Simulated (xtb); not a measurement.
P2, charge +1, doublet, from a rough starting geometry (a state made from the parent by changing its charge; the spin is typed, not shown lowest); GFN2-xTB run with xtb.

xtb was given this input:
```
$ xtb mol.xyz --gfn 2 --chrg 1 --uhf 1 --opt vtight --json

# file mol.xyz
2

P      0.00012643     0.02612381     0.97922967
P      0.04192228    -0.01586786    -0.97302799
```

Write the output that xtb gives for this input, abridged.


```
   ID    Z sym.   atoms
    1   15 P      1, 2

           -------------------------------------------------
          |                Calculation Setup                |
           -------------------------------------------------

           -------------------------------------------------
          |                 G F N 2 - x T B                 |
           -------------------------------------------------

          ...................................................
          :                      SETUP                      :
          :.................................................:
          :  # basis functions                  20          :
          :  # atomic orbitals                  18          :
          :  # shells                            6          :
          :  # electrons                         9          :
          :  max. iterations                   250          :
          :  Hamiltonian                  GFN2-xTB          :
          :  restarted?                      false          :
          :  GBSA solvation                  false          :
          :  PC potential                    false          :
          :  electronic temp.          300.0000000     K    :
          :  accuracy                    1.0000000          :
          :  -> integral cutoff          0.2500000E+02      :
          :  -> integral neglect         0.1000000E-07      :
          :  -> SCF convergence          0.1000000E-05 Eh   :
          :  -> wf. convergence          0.1000000E-03 e    :
          :  Broyden damping             0.4000000          :
          :  net charge                          1          :
          :  unpaired electrons                  1          :
          ...................................................

 iter      E             dE          RMSdq      gap      omega  full diag
   1     -4.5343161 -0.453432E+01  0.276E+01    2.79       0.0  T
   2     -4.5383977 -0.408163E-02  0.148E+01    2.67       1.0  T
   3     -4.5385767 -0.178969E-03  0.115E+00    2.69       1.0  T
   4     -4.5386684 -0.917180E-04  0.151E-01    2.74       1.0  T
   5     -4.5386690 -0.571251E-06  0.102E-01    2.74       1.0  T
   6     -4.5386693 -0.368756E-06  0.649E-03    2.74      10.9  T
   7     -4.5386693 -0.166005E-08  0.557E-05    2.74    1270.2  T
   8     -4.5386693 -0.675016E-13  0.430E-05    2.74    1643.0  T

   *** convergence criteria satisfied after 8 iterations ***

         :::::::::::::::::::::::::::::::::::::::::::::::::::::
         ::                     SUMMARY                     ::
         :::::::::::::::::::::::::::::::::::::::::::::::::::::
         :: total energy              -4.507040763840 Eh    ::
         :: gradient norm              0.017885633325 Eh/a0 ::
         :: HOMO-LUMO gap              2.737946611671 eV    ::
         ::.................................................::
         :: SCC energy                -4.538669334684 Eh    ::
         :: -> isotropic ES            0.117592877955 Eh    ::
         :: -> anisotropic ES         -0.025927807412 Eh    ::
         :: -> anisotropic XC          0.003405262319 Eh    ::
         :: -> dispersion             -0.000970269001 Eh    ::
         :: repulsion energy           0.031628570844 Eh    ::
         :: add. restraining           0.000000000000 Eh    ::
         :: total charge               1.000000000000 e     ::
         :::::::::::::::::::::::::::::::::::::::::::::::::::::

      -----------------------------------------------------------
     |                   =====================                   |
     |                        A N C O P T                        |
     |                   =====================                   |
     |               Approximate Normal Coordinate               |
     |                Rational Function Optimizer                |
      -----------------------------------------------------------
      -----------------------------------------------------------
[...]
 * total energy  :    -4.5070408 Eh     change       -0.9237056E-13 Eh
 * total energy  :    -4.5071252 Eh     change       -0.8439337E-04 Eh
 * total energy  :    -4.5072367 Eh     change       -0.1115432E-03 Eh
 * total energy  :    -4.5072369 Eh     change       -0.2212758E-06 Eh
 * total energy  :    -4.5072370 Eh     change       -0.1029821E-06 Eh
 * total energy  :    -4.5072370 Eh     change       -0.5728751E-12 Eh
   *** GEOMETRY OPTIMIZATION CONVERGED AFTER 6 ITERATIONS ***
         :: total energy              -4.507237024710 Eh    ::
[...]
         :: -> anisotropic ES         -0.025583258664 Eh    ::
         :: -> anisotropic XC          0.003385918515 Eh    ::
         :: -> dispersion             -0.000970138465 Eh    ::
         :: repulsion energy           0.028253467328 Eh    ::
         :: add. restraining           0.000000000000 Eh    ::
         :: total charge               1.000000000444 e     ::
         :::::::::::::::::::::::::::::::::::::::::::::::::::::

           -------------------------------------------------
          |                Property Printout                |
           -------------------------------------------------

    * Orbital Energies and Occupations

         #    Occupation            Energy/Eh            Energy/eV
      -------------------------------------------------------------
         1        2.0000           -0.9022948             -24.5527
         2        2.0000           -0.8038739             -21.8745
         3        2.0000           -0.6391289             -17.3916
         4        1.5000           -0.6186702             -16.8349
         5        1.5000           -0.6186702             -16.8349 (HOMO)
         6                         -0.5210044             -14.1773 (LUMO)
         7                         -0.5210044             -14.1773
         8                         -0.3483371              -9.4787
         9                         -0.1991504              -5.4192
        10                         -0.1991504              -5.4192
        11                         -0.1507109              -4.1011
        12                         -0.1507109              -4.1011
        13                         -0.1287249              -3.5028
        14                         -0.1287249              -3.5028
        15                         -0.0722279              -1.9654
        16                          0.0422061               1.1485
       ...                                ...                  ...
        18                          1.0214396              27.7948
      -------------------------------------------------------------
                  HL-Gap            0.0976659 Eh            2.6576 eV
             Fermi-level           -0.5942538 Eh          -16.1705 eV

     #   Z          covCN         q      C6AA      α(0)
     1  15 P        0.981     0.500   163.319    23.752
     2  15 P        0.981     0.500   163.319    23.752

 Mol. C6AA /au·bohr⁶  :        653.274462
 Mol. C8AA /au·bohr⁸  :      36191.231896
 Mol. α(0) /au        :         47.503031

Wiberg/Mayer (AO) data.
largest (>0.10) Wiberg bond orders for each atom

 ---------------------------------------------------------------------------
     #   Z sym  total        # sym  WBO       # sym  WBO       # sym  WBO
 ---------------------------------------------------------------------------
     1  15 P    2.417 --     2 P    2.417
     2  15 P    2.417 --     1 P    2.417
 ---------------------------------------------------------------------------

Topologies differ in total number of bonds
Writing topology from bond orders to xtbtopo.mol

molecular dipole:
                 x           y           z       tot (Debye)
 q only:        0.040       0.010       0.006
   full:        0.040       0.010       0.006       0.105
molecular quadrupole (traceless):
                xx          xy          yy          xz          yz          zz
 q only:       -1.728      -0.002      -1.730      -0.111       0.112       3.459
  q+dip:       -2.033      -0.002      -2.035      -0.130       0.131       4.068
   full:       -0.137       0.000      -0.139      -0.009       0.009       0.276

optimized geometry written to: xtbopt.xyz

           -------------------------------------------------
          | TOTAL ENERGY               -4.507237024710 Eh   |
          | GRADIENT NORM               0.000000000978 Eh/α |
          | HOMO-LUMO GAP               2.657623137195 eV   |
           -------------------------------------------------
```
